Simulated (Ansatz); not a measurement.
Frontier orbitals of CH5AlFGa, SMILES `F[CH2][AlH][GaH2]`.

Cartesian coordinates in Å:
```
F -0.754 -1.876 0.245
C -1.364 -0.858 -0.507
Al -0.251 0.787 -0.447
Ga 1.871 0.652 0.893
H -2.371 -0.706 -0.099
H -1.503 -1.241 -1.526
H -0.800 2.050 -1.253
H 3.244 0.190 0.264
H 1.929 1.003 2.431
```

Total charge 0; spin multiplicity 1. Correlated methods include outer-core shells of Ga, which these sets cover unevenly. Scalar relativity is left out up to krypton. Geometry: relaxed with PBE0-D4/def2-TZVP. It is one conformer, not always the lowest. Basis def2-TZVPP, Ansatz 0.2.0.

```json
{"functional": "LDA (SPW92)", "HOMO (eV)": "-6.04", "LUMO (eV)": "-3.12", "gap (eV)": "2.92"}
{"functional": "PBE", "HOMO (eV)": "-5.93", "LUMO (eV)": "-2.87", "gap (eV)": "3.06"}
{"functional": "BLYP", "HOMO (eV)": "-5.80", "LUMO (eV)": "-2.77", "gap (eV)": "3.03"}
{"functional": "r2SCAN", "HOMO (eV)": "-6.17", "LUMO (eV)": "-2.65", "gap (eV)": "3.52"}
{"functional": "PBE0", "HOMO (eV)": "-6.99", "LUMO (eV)": "-2.07", "gap (eV)": "4.92"}
{"functional": "HSE06 (plane-wave form)", "HOMO (eV)": "-6.59", "LUMO (eV)": "-2.44", "gap (eV)": "4.15"}
{"functional": "LC-ωPBE", "HOMO (eV)": "-9.51", "LUMO (eV)": "0.03", "gap (eV)": "9.54"}
{"functional": "ωB97X-V", "HOMO (eV)": "-9.19", "LUMO (eV)": "-0.12", "gap (eV)": "9.07"}
{"functional": "ωB97M-V", "HOMO (eV)": "-8.97", "LUMO (eV)": "-0.34", "gap (eV)": "8.63"}
{"functional": "HF", "HOMO (eV)": "-9.38", "LUMO (eV)": "0.76", "gap (eV)": "10.14"}
```

From PBE to PBE0 the HOMO moves by −1.06 eV and the LUMO by +0.80 eV, and with ωB97M-V by −3.04 and +2.52 eV, so the gap grows from 3.06 to 8.63 eV with exact exchange.

LC-ωPBE has ω = 0.4 bohr⁻¹.
